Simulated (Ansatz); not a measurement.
Ansatz (an electronic-structure program) input:

Ansatz 0.2 input:
```yaml
crystal:
  periodic: [false, false, false]
  atoms:
    - {symbol: Ta, position_ang: [-0.00000000, -0.00000000, -0.02360009]}
    - {symbol: H, position_ang: [0.00000000, 0.00000000, 1.72280677]}
basis:
  gaussian:
    orbitals: def2-TZVP
hamiltonian:
  xc: {name: wB97X-V}
magnetization: {spin_polarized: true, initial_magnetization: 2}
relax: {f_tol: 0.003, max_steps: 100}
```

Question: Predict the final energy.

Answer: -57.38801 Eh (wB97X-V/def2-TZVP). The basis has 46 functions.

The spin state was set by rule; other spins were not relaxed.
